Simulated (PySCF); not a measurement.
**Polarisability and C₆ of Zn³⁺ (zinc, charge +3)**

[Ar] 3d9, 2D determinant. Computed with PySCF 2.14 in aug-cc-pwCVTZ-PP with ECP10MDF, with scalar relativity through the core potential. Coupled (time-dependent) response in atomic units; α is the mean over directions.

```
method  mean α (bohr³)         α xx, yy, zz  C₆ (like pair)   S(−4)
  PBE0           1.421  1.381, 1.381, 1.500           3.164  0.6557
```

S(−4) is the Cauchy moment in α(ω) = α(0) + S(−4) ω² + …

α(iu) at PBE0:

```
u (hartree)  α(iu) (bohr³)
          0          1.421
     0.0500          1.419
      0.100          1.415
      0.200          1.396
      0.300          1.366
      0.500          1.286
      0.750          1.170
       1.00          1.057
       1.50         0.8654
       2.00         0.7169
       3.00         0.5105
       5.00         0.2934
```

For an ion, C₆ is the dispersion term alone; charge-induced terms of lower order in 1/R come first.

The components differ because the open shell of this determinant is not spherical; for a pure term their mean is the scalar polarisability.

Energies and moments cover only the electrons outside the core potential.
